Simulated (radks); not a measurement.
Values are calculated unless marked as measured or tabulated.
Removal energies from the phosphorus ion P6+, [He] 2s2 2p(1/2: 2, 3/2: 3), by Delta-SCF beside the eigenvalue of the level emptied. Code: a radial shooting solver on a logarithmic mesh with Libxc functionals. Model: Dirac Kohn-Sham, BLYP, spin-unpolarised, spherical densities, finite nucleus; Fermi nuclear charge, rms radius of each element as measured or else 0.836 A^(1/3) + 0.57 fm. Sub-shells are occupied by j as written (lower j first in brackets).

removed from          final configuration  Delta-SCF (eV)  -eigenvalue (eV)
2p3/2         [He] 2s2 2p(1/2: 2, 3/2: 2)          267.44            244.04
2p1/2         [He] 2s2 2p(1/2: 1, 3/2: 3)          268.55            245.06
2s1/2         [He] 2s1 2p(1/2: 2, 3/2: 3)          313.07            291.62
1s1/2          1s1 2s2 2p(1/2: 2, 3/2: 3)          2315.1            2221.7
